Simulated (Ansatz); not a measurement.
The cluster Al₅Ru₂⁻. The state is a singlet with charge -1. Geometry PBE-D4/def2-SVPD.

| atom | x (Å) | y (Å) | z (Å) |
| --- | --- | --- | --- |
| Ru1 | -0.7763 | -0.7905 | 1.0596 |
| Ru2 | 0.2580 | -0.9300 | -1.1912 |
| Al3 | 1.6758 | -0.2212 | 0.7841 |
| Al4 | -0.2532 | 0.9444 | 2.6097 |
| Al5 | 1.8512 | 0.6616 | -1.9748 |
| Al6 | -2.2715 | -0.8829 | -0.9895 |
| Al7 | -0.4840 | 1.2186 | -0.2979 |

In the def2 sets Ru takes a core potential; there is no spin–orbit coupling. The restricted singlet is unstable towards broken spin symmetry in Hartree–Fock (as tested in another run); at PBE-D4/def2-TZVPD, B97M-V/def2-TZVPD, r2SCANh-D4/def2-TZVPD, PBE0-D4/def2-TZVPD and others this wasn't settled. No other spin state of charge -1 was run. Another isomer (singlet) lies 0.51 eV lower at PBE0-D4/def2-TZVPD; other spin states weren't run for this one.

Estimate the orbital energies around the gap (eV) in Ansatz with PBE-D4/def2-TZVPD, B97M-V/def2-TZVPD, r2SCANh-D4/def2-TZVPD, PBE0-D4/def2-TZVPD, ωB97X-V/def2-TZVPD.


```
orbital  PBE-D4/def2-TZVPD  B97M-V/def2-TZVPD  r2SCANh-D4/def2-TZVPD  PBE0-D4/def2-TZVPD  ωB97X-V/def2-TZVPD
 HOMO−5              -1.57              -1.73                  -1.98               -2.32               -4.20
 HOMO−4              -1.32              -1.42                  -1.81               -2.18               -4.16
 HOMO−3              -1.08              -1.25                  -1.47               -1.76               -3.45
 HOMO−2              -0.75              -0.90                  -1.17               -1.47               -3.36
 HOMO−1              -0.75              -0.86                  -1.11               -1.42               -3.19
   HOMO              -0.53              -0.72                  -1.04               -1.36               -2.85
   LUMO              -0.06              -0.10                   0.27                0.67                2.36
 LUMO+1               0.37               0.39                   0.57                0.92                2.37
 LUMO+2               0.51               0.50                   0.76                1.14                2.70
 LUMO+3               0.58               0.50                   0.84                1.17                2.82
 LUMO+4               1.06               1.05                   1.32                1.59                3.03
 LUMO+5               1.10               1.07                   1.37                1.73                3.47
```
